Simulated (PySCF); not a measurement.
PySCF input (CCSD(T)/cc-pVDZ):

```python
from pyscf import gto, scf, mp, cc as ccmod

mol = gto.M(
    atom='''
    Si   -0.00999402    0.00248223    0.67729865
    Cl    1.09630832    1.34039670   -0.26768776
    Cl   -1.08807796   -1.34244089   -0.29008759
    ''',
    basis='cc-pvdz',
    charge=1,
    spin=1,
    verbose=4,
)

mf = scf.UHF(mol)
mf.conv_tol = 1e-10
mf.max_cycle = 100
mf.kernel()
mo, _, stable, _ = mf.stability(return_status=True)
if not stable:
    mf.kernel(mf.make_rdm1(mo, mf.mo_occ))
mp2 = mp.MP2(mf, frozen=15).run()
cc = ccmod.CCSD(mf, frozen=15)
cc.max_cycle = 100
cc.kernel()
et = cc.ccsd_t()
print(f'E(CCSD(T)) = {cc.e_tot + et:.9f}')
```

Output:

```
PySCF version 2.14.0

[INPUT] verbose = 4
[INPUT] num. atoms = 3
[INPUT] num. electrons = 47
[INPUT] charge = 1
[INPUT] spin (= nelec alpha-beta = 2S) = 1
[INPUT] symmetry False subgroup None
[INPUT] Mole.unit = angstrom
[INPUT] Symbol           X                Y                Z      unit          X                Y                Z       unit  Magmom
[INPUT]  1 Si    -0.009994020000   0.002482230000   0.677298650000 AA   -0.018885960683   0.004690734878   1.279908953038 Bohr   0.0
[INPUT]  2 Cl     1.096308320000   1.340396700000  -0.267687760000 AA    2.071722472882   2.532982661271  -0.505856553298 Bohr   0.0
[INPUT]  3 Cl    -1.088077960000  -1.342440890000  -0.290087590000 AA   -2.056169346575  -2.536845620517  -0.548186097235 Bohr   0.0

nuclear repulsion = 171.639266898195
number of shells = 15
number of NR pGTOs = 123
number of NR cGTOs = 54
basis = cc-pvdz
ecp = {}

******** <class 'pyscf.scf.uhf.UHF'> ********
method = UHF
initial guess = minao
damping factor = 0
level_shift factor = 0
DIIS = <class 'pyscf.scf.diis.CDIIS'>
diis_start_cycle = 1
diis_space = 8
diis_damp = 0
SCF conv_tol = 1e-10
SCF conv_tol_grad = None
SCF max_cycles = 100
direct_scf = True
direct_scf_tol = 1e-13
number electrons alpha = 24  beta = 23
Set gradient conv threshold to 1e-05
init E= -1208.33914129751
  alpha nocc = 24  HOMO = -0.207866556546624  LUMO = -0.0211267818089276
  beta  nocc = 23  HOMO = -0.455535725452092  LUMO = -0.207866556546624

WARN: HOMO -0.207866556546624 >= LUMO -0.207866556546624

cycle= 1 E= -1207.58026559279  delta_E= 0.759  |g|= 0.342  |ddm|= 1.21
  alpha nocc = 24  HOMO = -0.685566306809075  LUMO = -0.268309455173834
  beta  nocc = 23  HOMO = -0.716134902332838  LUMO = -0.365695095666607
  HOMO = -0.685566306809  LUMO = -0.365695095667  gap/eV = 8.70414
cycle= 2 E= -1207.65935511799  delta_E= -0.0791  |g|= 0.173  |ddm|= 0.697
  alpha nocc = 24  HOMO = -0.647848200582687  LUMO = -0.197500474322232
  beta  nocc = 23  HOMO = -0.714825523551055  LUMO = -0.287538675741313
  HOMO = -0.647848200583  LUMO = -0.287538675741  gap/eV = 9.80452
cycle= 3 E= -1207.67971158441  delta_E= -0.0204  |g|= 0.0343  |ddm|= 0.169
  alpha nocc = 24  HOMO = -0.649232427493991  LUMO = -0.188657738950641
  beta  nocc = 23  HOMO = -0.704109711374783  LUMO = -0.267814357634719
  HOMO = -0.649232427494  LUMO = -0.267814357635  gap/eV = 10.37891
cycle= 4 E= -1207.68150168412  delta_E= -0.00179  |g|= 0.0124  |ddm|= 0.083
  alpha nocc = 24  HOMO = -0.654590723601523  LUMO = -0.189929783300444
  beta  nocc = 23  HOMO = -0.707838800894542  LUMO = -0.264928904548392
  HOMO = -0.654590723602  LUMO = -0.264928904548  gap/eV = 10.60324
cycle= 5 E= -1207.68185132836  delta_E= -0.00035  |g|= 0.0047  |ddm|= 0.0373
  alpha nocc = 24  HOMO = -0.655509720439494  LUMO = -0.19049114603138
  beta  nocc = 23  HOMO = -0.707711852261878  LUMO = -0.264490735123497
  HOMO = -0.655509720439  LUMO = -0.264490735123  gap/eV = 10.64017
cycle= 6 E= -1207.68191329866  delta_E= -6.2e-05  |g|= 0.00216  |ddm|= 0.0145
  alpha nocc = 24  HOMO = -0.655444758103543  LUMO = -0.190414604938656
  beta  nocc = 23  HOMO = -0.708048377952728  LUMO = -0.264203252446126
  HOMO = -0.655444758104  LUMO = -0.264203252446  gap/eV = 10.64622
cycle= 7 E= -1207.68192880803  delta_E= -1.55e-05  |g|= 0.000715  |ddm|= 0.00789
  alpha nocc = 24  HOMO = -0.655368850633469  LUMO = -0.190347085891111
  beta  nocc = 23  HOMO = -0.708085536356972  LUMO = -0.264190894760946
  HOMO = -0.655368850633  LUMO = -0.264190894761  gap/eV = 10.64449
cycle= 8 E= -1207.68193038146  delta_E= -1.57e-06  |g|= 0.000233  |ddm|= 0.00262
  alpha nocc = 24  HOMO = -0.655348712994734  LUMO = -0.190321024218773
  beta  nocc = 23  HOMO = -0.708106780678627  LUMO = -0.264199323847223
  HOMO = -0.655348712995  LUMO = -0.264199323847  gap/eV = 10.64372
cycle= 9 E= -1207.68193052931  delta_E= -1.48e-07  |g|= 7.6e-05  |ddm|= 0.000732
  alpha nocc = 24  HOMO = -0.655356105743973  LUMO = -0.190312347300744
  beta  nocc = 23  HOMO = -0.708109267278271  LUMO = -0.264203224332264
  HOMO = -0.655356105744  LUMO = -0.264203224332  gap/eV = 10.64381
cycle= 10 E= -1207.68193054531  delta_E= -1.6e-08  |g|= 3.05e-05  |ddm|= 0.000218
  alpha nocc = 24  HOMO = -0.655355404921348  LUMO = -0.190304020645839
  beta  nocc = 23  HOMO = -0.708106119927332  LUMO = -0.26419474325734
  HOMO = -0.655355404921  LUMO = -0.264194743257  gap/eV = 10.64402
cycle= 11 E= -1207.68193054832  delta_E= -3e-09  |g|= 1.03e-05  |ddm|= 9.65e-05
  alpha nocc = 24  HOMO = -0.655356759482647  LUMO = -0.190304553147897
  beta  nocc = 23  HOMO = -0.708106290167617  LUMO = -0.264195747466767
  HOMO = -0.655356759483  LUMO = -0.264195747467  gap/eV = 10.64403
cycle= 12 E= -1207.68193054862  delta_E= -3.06e-10  |g|= 4e-06  |ddm|= 2.87e-05
  alpha nocc = 24  HOMO = -0.655355761922842  LUMO = -0.190303486204362
  beta  nocc = 23  HOMO = -0.708106404280759  LUMO = -0.264195193404506
  HOMO = -0.655355761923  LUMO = -0.264195193405  gap/eV = 10.64402
cycle= 13 E= -1207.68193054865  delta_E= -3.05e-11  |g|= 1.54e-06  |ddm|= 9.8e-06
  alpha nocc = 24  HOMO = -0.655356063153197  LUMO = -0.19030377577499
  beta  nocc = 23  HOMO = -0.708106538786834  LUMO = -0.264195545705388
  HOMO = -0.655356063153  LUMO = -0.264195545705  gap/eV = 10.64402
Extra cycle  E= -1207.68193054866  delta_E= -2.05e-12  |g|= 8.81e-07  |ddm|= 2.07e-06
converged SCF energy = -1207.68193054866  <S^2> = 0.75980891  2S+1 = 2.009785
uhf_internal: lowest eigs of H = [0.23434435 0.32757285 0.33760396]
<class 'pyscf.scf.uhf.UHF'> wavefunction is stable in the internal stability analysis

******** <class 'pyscf.mp.ump2.UMP2'> ********
nocc = (np.int64(9), np.int64(8)), nmo = (39, 39)
frozen orbitals 15
E(UMP2) = -1208.00836557581  E_corr = -0.326435027153538
E(SCS-UMP2) = -1207.99602743981  E_corr = -0.314096891154165
E_corr(same-spin) = -0.0895674708808624
E_corr(oppo-spin) = -0.236867556272676

******** <class 'pyscf.cc.uccsd.UCCSD'> ********
CC2 = 0
CCSD nocc = (np.int64(9), np.int64(8)), nmo = (39, 39)
frozen orbitals 15
max_cycle = 100
direct = 0
conv_tol = 1e-07
conv_tol_normt = 1e-06
diis_space = 6
diis_start_cycle = 0
diis_start_energy_diff = 1e+09
Init t2, MP2 energy = -0.326435011568909
Init E_corr(UCCSD) = -0.326435011569761
cycle = 1  E_corr(UCCSD) = -0.344748732650938  dE = -0.0183137211  norm(t1,t2) = 0.0825499
cycle = 2  E_corr(UCCSD) = -0.352204587573806  dE = -0.00745585492  norm(t1,t2) = 0.0276904
cycle = 3  E_corr(UCCSD) = -0.353538888893375  dE = -0.00133430132  norm(t1,t2) = 0.0182919
cycle = 4  E_corr(UCCSD) = -0.355543626005918  dE = -0.00200473711  norm(t1,t2) = 0.00906169
cycle = 5  E_corr(UCCSD) = -0.355283295127875  dE = 0.000260330878  norm(t1,t2) = 0.00322811
cycle = 6  E_corr(UCCSD) = -0.355324539145017  dE = -4.12440171e-05  norm(t1,t2) = 0.00109961
cycle = 7  E_corr(UCCSD) = -0.355362361257408  dE = -3.78221124e-05  norm(t1,t2) = 0.000531037
cycle = 8  E_corr(UCCSD) = -0.355359923625308  dE = 2.4376321e-06  norm(t1,t2) = 0.000176582
cycle = 9  E_corr(UCCSD) = -0.355354842708163  dE = 5.08091714e-06  norm(t1,t2) = 8.09065e-05
cycle = 10  E_corr(UCCSD) = -0.35535444633402  dE = 3.96374143e-07  norm(t1,t2) = 2.10886e-05
cycle = 11  E_corr(UCCSD) = -0.355354763134366  dE = -3.16800347e-07  norm(t1,t2) = 8.79167e-06
cycle = 12  E_corr(UCCSD) = -0.355354700021874  dE = 6.31124928e-08  norm(t1,t2) = 4.04489e-06
cycle = 13  E_corr(UCCSD) = -0.355354703780362  dE = -3.75848874e-09  norm(t1,t2) = 1.65929e-06
cycle = 14  E_corr(UCCSD) = -0.355354651285824  dE = 5.24945384e-08  norm(t1,t2) = 7.90011e-07
UCCSD converged
E(UCCSD) = -1208.037285199942  E_corr = -0.355354651285824
UCCSD(T) correction = -0.0110543921928789
E(CCSD(T)) = -1208.048339592
```
